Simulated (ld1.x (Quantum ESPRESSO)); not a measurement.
## LDA (PZ) PAW dataset for N, scalar-relativistic all-electron reference.

* Element: N (Z = 7)
* Generator: ld1.x (Quantum ESPRESSO) 7.5
* Type: PAW
* Functional: LDA (PZ)
* Relativity: scalar-relativistic
* Frozen core: [He]
* Valence charge: 5
* Reference configuration: 2s2 2p3
* Partial waves: 2s (bound): rcut 0.75, rcutus 0.80 bohr; 2s channel at 0.1 Ry: rcut 0.75, rcutus 0.80 bohr; 2p (bound): rcut 1.35, rcutus 1.45 bohr; 2p channel at 4.65 Ry: rcut 1.35, rcutus 1.45 bohr; 3d channel at 0.1 Ry: rcut 1.05, rcutus 1.45 bohr; 3d channel at 2.05 Ry: rcut 1.05, rcutus 1.45 bohr
* Local potential: all-electron potential smoothed inside 1.00 bohr (lloc = -1)
* Core correction: Bessel-smoothed model core inside 0.75 bohr
* Augmentation charge: PSQ, inside the norm-conserving radii

All-electron outer shells of the reference configuration (LDA (PZ), scalar-relativistic, ld1.x):

```csv
shell,level (eV),outermost node (bohr),outermost maximum (bohr)
1s,-381.53,–,0.15
2s,-18.42,0.32,1.02
2p,-7.24,–,0.97
```

Question: Does the generator finish with these settings?

Answer: Yes, a potential is produced and its reference levels are reproduced.

Question: Is the overlap operator S = 1 + Σ q|β⟩⟨β| positive definite (Bessel basis up to 400 Ry)?

Answer: No: its lowest eigenvalue is -0.523, in the d channel, so the generalised eigenproblem breaks down once the basis is large enough.

Question: Tests: 2s2 2p2; 2s2 2p1; 2s2 2p0; 2s0 2p5; 2s2 2p3.3; 2s1 2p3; 2s2 2p2.5. Which has the largest error in its energy relative to the reference configuration, and how large is it?

Answer: 2s2 2p0, with -6.0 meV (all-electron minus pseudo) on +89.87 eV.

The ghost test of this file was not conclusive. Its overlap operator is not positive definite in a basis up to 400 Ry (lowest eigenvalue d -0.52), so the file is unfit for use: the generalised eigenproblem breaks down once the basis is large enough, and its test numbers describe a broken file.
